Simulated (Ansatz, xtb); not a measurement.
# Ranking isomers of C5H6OS

4 gas-phase structures of C5H6OS, from a drawn sample of its isomers (lower ones may exist). Each was relaxed with GFN2-xTB; where two conformers were screened, the lower at r2SCAN-D4/def2-SVP is listed:

A. `C#C/C(S)=C(/C)O`, a singlet
B. `C#CC(=S)[C@@H](C)O`, a singlet
C. `C#C/C(S)=C(\C)O`, a singlet
D. `C#C[C@@H](S)C(C)=O`, a singlet

Task: Estimate their order in r2SCAN-D4/def2-SVP energy at these geometries, lowest first.

Result: Calculated order at r2SCAN-D4/def2-SVP: D (0.0), A (0.5), C (1.2), B (5.2) kcal/mol. Less than 1 kcal/mol parts D and A; A and C, so the order within those pairs means little.

Energies above the lowest of each column, in kcal/mol; the last columns are at PBE0-D3(BJ)/def2-SVP geometries:

```tsv
structure	GFN2-xTB	HF/STO-3G	r2SCAN-D4/def2-SVP	PBE0-D3(BJ)/def2-SVP	CCSD(T)/def2-SVP + ΔMP2/def2-TZVPP
D	0.5	0.0	0.0	3.9	0.9
A	0.4	6.2	0.5	2.3	1.4
C	0.0	7.7	1.2	0.0	0.0
B	5.3	16.0	5.2	10.2	6.1
```

CCSD(T)/def2-SVP + ΔMP2/def2-TZVPP has C and D within 1 kcal/mol of each other at the bottom, and every level picks one of them. CCSD(T)/def2-SVP + ΔMP2/def2-TZVPP orders those it was run on as C (0.0), D (0.9), A (1.4), B (6.1) kcal/mol. Less than 1 kcal/mol parts C and D; D and A, so the order within those pairs means little. Flexible structures stand in one conformer each, not always the lowest. Frequencies (GFN2-xTB) were run for B, D alone. ΔMP2 is the change of the MP2 energy from the smaller to the larger basis.

Over these structures GFN2-xTB departs from r2SCAN-D4/def2-SVP by 0.5 kcal/mol on average once a common shift is removed. A GFN2-xTB relaxation took about 0.5 s and the r2SCAN-D4/def2-SVP energy about 6.8 s on a shared host (Ansatz 0.2.0, xtb 6.7.1).
